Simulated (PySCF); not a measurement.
CH5AlOS.

```xyz
9

Al    -0.5829     1.0545     0.0000
H     -1.8981     1.9293     0.0000
O      0.9899     1.7149     0.0000
H      1.2259     2.6431     0.0000
S     -0.6705    -1.1125     0.0000
C      1.1106    -1.5443     0.0000
H      1.7438    -0.6473     0.0000
H      1.3254    -2.1437    -0.8947
H      1.3254    -2.1437     0.8947
```
Charge 0, spin multiplicity 1.

Coordinates come from a PBE0-D3(BJ)/def2-SVP optimisation. Other conformers were not sampled.

Method: PySCF with B3LYP/pcSseg-1. Non-relativistic, no solvent.

Computed absolute GIAO shielding of each atom: isotropic value and principal components (ppm):
```csv
atom,σ(iso),σ11,σ22,σ33,span
Al1,376.3,329.1,370.5,429.2,100.0
H2,26.7,23.4,23.8,33.0,9.6
O3,277.0,203.8,307.1,320.0,116.2
H4,29.0,22.4,23.0,41.7,19.3
S5,636.8,497.3,632.6,780.7,283.4
C6,168.6,155.4,165.6,184.8,29.4
H7,28.4,21.0,29.8,34.4,13.4
H8,29.4,23.7,26.9,37.6,13.9
H9,29.4,23.7,26.9,37.6,13.9
```
